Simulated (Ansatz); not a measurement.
# CuPS: where a starting geometry ends

The starting geometry of this gas-phase singlet was optimised with GFN2-xTB.

```yaml
atoms:
  - { symbol: Cu, position_ang: [-1.7940, 0.7399, -0.1341] }
  - { symbol: P, position_ang: [-3.6742, 1.7791, 0.4103] }
  - { symbol: S, position_ang: [-1.9100, 2.6836, 0.8483] }
```

Q: Where would you expect an optimisation with PBE-D3(BJ)/def2-SVP to take it?

A: A bond breaks, leaving `S=[P][Cu]`. Contacts that open: Cu1–S3 (2.18 → 3.35 Å).

The energy falls by 0.72 eV over 10 steps:

```tsv
step	E − E(last) (eV)
1	0.723
2	0.621
3	0.562
4	0.424
5	0.206
6	0.022
7	0.002
8	0.000
9	0.000
10	0.000
```

Final geometry (Å):

```xyz
3

Cu   -1.9885    0.2151   -0.3970
P    -3.2731    1.7840    0.4086
S    -2.1166    3.2035    1.1129
```

The end wasn't checked by frequencies. Run with Ansatz 0.2.0, 41 s on 1 thread of Intel(R) Xeon(R) Processor @ 2.50GHz (Skylake/Cascade Lake), on a shared host.
